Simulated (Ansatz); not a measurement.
Calculation: PBE0-D3(BJ)/def2-SVP (Ansatz, a first-principles code). No frequencies were computed at this level.

Ansatz 0.2 input:
```yaml
crystal:
  periodic: [false, false, false]
  atoms:
    - { symbol: Al, position_ang: [0.181416, -0.329768, -0.216054] }
    - { symbol: C, position_ang: [1.070274, -1.202443, 1.34663] }
    - { symbol: H, position_ang: [0.369672, -1.623985, 2.077903] }
    - { symbol: H, position_ang: [1.729858, -0.526378, 1.903633] }
    - { symbol: H, position_ang: [1.704008, -2.037607, 1.029556] }
    - { symbol: C, position_ang: [1.20409, 0.805493, -1.501255] }
    - { symbol: H, position_ang: [1.737449, 0.196516, -2.239068] }
    - { symbol: H, position_ang: [1.970774, 1.416879, -1.011097] }
    - { symbol: H, position_ang: [0.581638, 1.497093, -2.081811] }
    - { symbol: C, position_ang: [-1.662318, -0.946021, -0.729093] }
    - { symbol: H, position_ang: [-2.321011, -1.21089, 0.108205] }
    - { symbol: H, position_ang: [-1.575876, -1.860343, -1.326648] }
    - { symbol: H, position_ang: [-2.225722, -0.244297, -1.357332] }
    - { symbol: S, position_ang: [-0.722696, 1.703678, 1.196338] }
    - { symbol: H, position_ang: [-1.61656, 1.895858, 0.234207] }
    - { symbol: H, position_ang: [-1.496909, 0.822104, 1.817625] }
basis:
  gaussian: { orbitals: def2-svp }
hamiltonian:
  xc: pbe0
  dispersion: d3bj
relax:
  max_steps: 150
```

Output:

```
Functional definition: PBE0
1430 factors; integrals over basis functions are off by at most 2.6e-4 eV
mean field evaluation 1: about -20691.3609 eV, gradient 7.3e1 eV
mean field evaluation 2: about -20687.7537 eV, gradient 7.8e1 eV
mean field evaluation 4: about -20704.6733 eV, gradient 1.4e0 eV
mean field evaluation 8: about -20704.6946 eV, gradient 2.0e-2 eV
mean field -20704.69463680 eV, -760.8834937564 hartree, gradient 3.1e-5 eV, S^2 0.000000; 0 other end points of the search recorded, 0 dependent functions left out
reference -20704.69466728 eV, -760.8834948764 hartree; 29, 29 occupied and 104, 104 virtual orbitals, 1430 factors
relax step   1: F+E_penalty+E_count = -20705.01791455 eV  Δ(F+E_penalty+E_count) = +0.000e0 eV  max|allowed force component| = 7.818e-1 eV/Å  Δτ_max = 0.0000 Å  (24 SCF iters, accepted)
these checks for a lower state are left out or cut short: starts, cluster_reference, orbital_swaps, neighbouring_geometries, increment
1430 factors; integrals over basis functions are off by at most 2.7e-4 eV
mean field evaluation 16: about -20704.7719 eV, gradient 1.4e-1 eV
mean field -20704.78688032 eV, -760.8868836430 hartree, gradient 2.4e-5 eV, S^2 0.000000; 0 other end points of the search recorded, 0 dependent functions left out
reference -20704.78691118 eV, -760.8868847772 hartree; 29, 29 occupied and 104, 104 virtual orbitals, 1430 factors
relax step   2: F+E_penalty+E_count = -20705.10824168 eV  Δ(F+E_penalty+E_count) = -9.033e-2 eV  max|allowed force component| = 1.610e-1 eV/Å  Δτ_max = 0.1950 Å  (26 SCF iters, accepted)
these checks for a lower state are left out or cut short: starts, cluster_reference, orbital_swaps, neighbouring_geometries, increment
1430 factors; integrals over basis functions are off by at most 2.7e-4 eV
mean field -20704.80039905 eV, -760.8873804473 hartree, gradient 5.4e-6 eV, S^2 0.000000; 0 other end points of the search recorded, 0 dependent functions left out
reference -20704.80042992 eV, -760.8873815816 hartree; 29, 29 occupied and 104, 104 virtual orbitals, 1430 factors
relax step   3: F+E_penalty+E_count = -20705.12047319 eV  Δ(F+E_penalty+E_count) = -1.223e-2 eV  max|allowed force component| = 1.248e-1 eV/Å  Δτ_max = 0.0611 Å  (26 SCF iters, accepted)
these checks for a lower state are left out or cut short: starts, cluster_reference, orbital_swaps, neighbouring_geometries, increment
1430 factors; integrals over basis functions are off by at most 2.7e-4 eV
mean field evaluation 32: about -20704.8064 eV, gradient 2.7e-5 eV
mean field -20704.80637340 eV, -760.8876000006 hartree, gradient 5.3e-6 eV, S^2 0.000000; 0 other end points of the search recorded, 0 dependent functions left out
reference -20704.80640441 eV, -760.8876011403 hartree; 29, 29 occupied and 104, 104 virtual orbitals, 1430 factors
relax step   4: F+E_penalty+E_count = -20705.12482255 eV  Δ(F+E_penalty+E_count) = -4.349e-3 eV  max|allowed force component| = 6.305e-2 eV/Å  Δτ_max = 0.0844 Å  (27 SCF iters, accepted)
these checks for a lower state are left out or cut short: starts, cluster_reference, orbital_swaps, neighbouring_geometries, increment
1430 factors; integrals over basis functions are off by at most 2.7e-4 eV
mean field -20704.80773976 eV, -760.8876502133 hartree, gradient 5.3e-6 eV, S^2 0.000000; 0 other end points of the search recorded, 0 dependent functions left out
reference -20704.80777071 eV, -760.8876513508 hartree; 29, 29 occupied and 104, 104 virtual orbitals, 1430 factors
relax step   5: F+E_penalty+E_count = -20705.12622591 eV  Δ(F+E_penalty+E_count) = -1.403e-3 eV  max|allowed force component| = 3.725e-2 eV/Å  Δτ_max = 0.0214 Å  (27 SCF iters, accepted)
these checks for a lower state are left out or cut short: starts, cluster_reference, orbital_swaps, neighbouring_geometries, increment
1430 factors; integrals over basis functions are off by at most 2.7e-4 eV
mean field -20704.80794417 eV, -760.8876577254 hartree, gradient 5.0e-6 eV, S^2 0.000000; 0 other end points of the search recorded, 0 dependent functions left out
reference -20704.80797510 eV, -760.8876588622 hartree; 29, 29 occupied and 104, 104 virtual orbitals, 1430 factors
relax step   6: F+E_penalty+E_count = -20705.12648975 eV  Δ(F+E_penalty+E_count) = -2.638e-4 eV  max|allowed force component| = 5.365e-2 eV/Å  Δτ_max = 0.0244 Å  (27 SCF iters, accepted)
these checks for a lower state are left out or cut short: starts, cluster_reference, orbital_swaps, neighbouring_geometries, increment
1430 factors; integrals over basis functions are off by at most 2.7e-4 eV
mean field -20704.80818325 eV, -760.8876665113 hartree, gradient 2.2e-5 eV, S^2 0.000000; 0 other end points of the search recorded, 0 dependent functions left out
reference -20704.80821418 eV, -760.8876676479 hartree; 29, 29 occupied and 104, 104 virtual orbitals, 1430 factors
relax step   7: F+E_penalty+E_count = -20705.12684574 eV  Δ(F+E_penalty+E_count) = -3.560e-4 eV  max|allowed force component| = 4.093e-3 eV/Å  Δτ_max = 0.0166 Å  (22 SCF iters, accepted)
these checks for a lower state are left out or cut short: starts, cluster_reference, orbital_swaps, neighbouring_geometries, increment
1430 factors; integrals over basis functions are off by at most 2.7e-4 eV
mean field -20704.80822522 eV, -760.8876680537 hartree, gradient 1.2e-5 eV, S^2 0.000000; 0 other end points of the search recorded, 0 dependent functions left out
reference -20704.80825614 eV, -760.8876691901 hartree; 29, 29 occupied and 104, 104 virtual orbitals, 1430 factors
relax step   8: F+E_penalty+E_count = -20705.12690086 eV  Δ(F+E_penalty+E_count) = -5.511e-5 eV  max|allowed force component| = 6.236e-3 eV/Å  Δτ_max = 0.0131 Å  (22 SCF iters, accepted)
these checks for a lower state are left out or cut short: starts, cluster_reference, orbital_swaps, neighbouring_geometries, increment
1430 factors; integrals over basis functions are off by at most 2.7e-4 eV
mean field evaluation 64: about -20704.8082 eV, gradient 8.0e-2 eV
mean field -20704.80825846 eV, -760.8876692753 hartree, gradient 5.1e-6 eV, S^2 0.000000; 0 other end points of the search recorded, 0 dependent functions left out
reference -20704.80828938 eV, -760.8876704115 hartree; 29, 29 occupied and 104, 104 virtual orbitals, 1430 factors
relax step   9: F+E_penalty+E_count = -20705.12694721 eV  Δ(F+E_penalty+E_count) = -4.635e-5 eV  max|allowed force component| = 1.130e-2 eV/Å  Δτ_max = 0.0184 Å  (27 SCF iters, accepted)
these checks for a lower state are left out or cut short: starts, cluster_reference, orbital_swaps, neighbouring_geometries, increment
1430 factors; integrals over basis functions are off by at most 2.7e-4 eV
mean field -20704.80829991 eV, -760.8876707984 hartree, gradient 2.2e-5 eV, S^2 0.000000; 0 other end points of the search recorded, 0 dependent functions left out
reference -20704.80833083 eV, -760.8876719348 hartree; 29, 29 occupied and 104, 104 virtual orbitals, 1430 factors
relax step  10: F+E_penalty+E_count = -20705.12696985 eV  Δ(F+E_penalty+E_count) = -2.264e-5 eV  max|allowed force component| = 1.323e-2 eV/Å  Δτ_max = 0.0098 Å  (21 SCF iters, accepted)
these checks for a lower state are left out or cut short: starts, cluster_reference, orbital_swaps, neighbouring_geometries, increment
1430 factors; integrals over basis functions are off by at most 2.7e-4 eV
mean field -20704.80830918 eV, -760.8876711393 hartree, gradient 2.7e-5 eV, S^2 0.000000; 0 other end points of the search recorded, 0 dependent functions left out
reference -20704.80834010 eV, -760.8876722757 hartree; 29, 29 occupied and 104, 104 virtual orbitals, 1430 factors
relax step  11: F+E_penalty+E_count = -20705.12699588 eV  Δ(F+E_penalty+E_count) = -2.603e-5 eV  max|allowed force component| = 1.427e-2 eV/Å  Δτ_max = 0.0131 Å  (20 SCF iters, accepted)
these checks for a lower state are left out or cut short: starts, cluster_reference, orbital_swaps, neighbouring_geometries, increment
1430 factors; integrals over basis functions are off by at most 2.7e-4 eV
mean field -20704.80831309 eV, -760.8876712828 hartree, gradient 1.5e-5 eV, S^2 0.000000; 0 other end points of the search recorded, 0 dependent functions left out
reference -20704.80834401 eV, -760.8876724192 hartree; 29, 29 occupied and 104, 104 virtual orbitals, 1430 factors
relax step  12: F+E_penalty+E_count = -20705.12701082 eV  Δ(F+E_penalty+E_count) = -1.494e-5 eV  max|allowed force component| = 1.059e-2 eV/Å  Δτ_max = 0.0095 Å  (21 SCF iters, accepted)
these checks for a lower state are left out or cut short: starts, cluster_reference, orbital_swaps, neighbouring_geometries, increment
1430 factors; integrals over basis functions are off by at most 2.7e-4 eV
mean field -20704.80836129 eV, -760.8876730542 hartree, gradient 2.3e-5 eV, S^2 0.000000; 0 other end points of the search recorded, 0 dependent functions left out
reference -20704.80839221 eV, -760.8876741905 hartree; 29, 29 occupied and 104, 104 virtual orbitals, 1430 factors
relax step  13: F+E_penalty+E_count = -20705.12702222 eV  Δ(F+E_penalty+E_count) = -1.140e-5 eV  max|allowed force component| = 4.295e-3 eV/Å  Δτ_max = 0.0142 Å  (21 SCF iters, accepted)
1430 factors; integrals over basis functions are off by at most 2.7e-4 eV
mean field evaluation 96: about -20687.1066 eV, gradient 7.9e1 eV
mean field -20704.80836129 eV, -760.8876730542 hartree, gradient 2.3e-5 eV, S^2 0.000000; 1 other end points of the search recorded, 0 dependent functions left out
reference -20704.80839221 eV, -760.8876741905 hartree; 29, 29 occupied and 104, 104 virtual orbitals, 1430 factors
Total energy: -20705.12705314 eV, -760.8993847636 hartree
Atom 0 at     0.141024    -0.293369    -0.176700 Å, force     0.002427    -0.004295    -0.002383 eV/Å
Atom 1 at     1.083722    -1.207214     1.298672 Å, force    -0.004218     0.001704     0.000138 eV/Å
Atom 2 at     0.410319    -1.539825     2.107134 Å, force    -0.001148    -0.000330     0.002246 eV/Å
Atom 3 at     1.873753    -0.586433     1.753825 Å, force     0.003021     0.001782     0.001407 eV/Å
Atom 4 at     1.582721    -2.117469     0.920402 Å, force     0.001940    -0.001935    -0.002427 eV/Å
Atom 5 at     1.187696     0.781467    -1.461090 Å, force    -0.001182     0.002724     0.000445 eV/Å
Atom 6 at     1.700307     0.116415    -2.179290 Å, force    -0.000407    -0.001051     0.000662 eV/Å
Atom 7 at     1.976304     1.382003    -0.976940 Å, force    -0.000215     0.000013    -0.000123 eV/Å
Atom 8 at     0.567381     1.465811    -2.065043 Å, force     0.000896     0.000320     0.000003 eV/Å
Atom 9 at    -1.602139    -1.020139    -0.765979 Å, force    -0.001682     0.002686     0.001229 eV/Å
Atom 10 at    -2.240724    -1.350559     0.071573 Å, force    -0.000619    -0.000675     0.000146 eV/Å
Atom 11 at    -1.447118    -1.909871    -1.402679 Å, force     0.001277    -0.000233     0.000193 eV/Å
Atom 12 at    -2.187347    -0.307696    -1.372981 Å, force    -0.000320     0.000037    -0.000363 eV/Å
Atom 13 at    -0.760424     1.721072     1.241723 Å, force    -0.002454    -0.001191    -0.001751 eV/Å
Atom 14 at    -1.650302     2.182512     0.335314 Å, force     0.001354    -0.000260     0.001478 eV/Å
Atom 15 at    -1.707084     1.039185     1.923798 Å, force     0.001330     0.000703    -0.000901 eV/Å
Dipole moment:    -0.458712     0.395698     0.268518 e Å
```

Cost: very roughly 100 core-seconds.
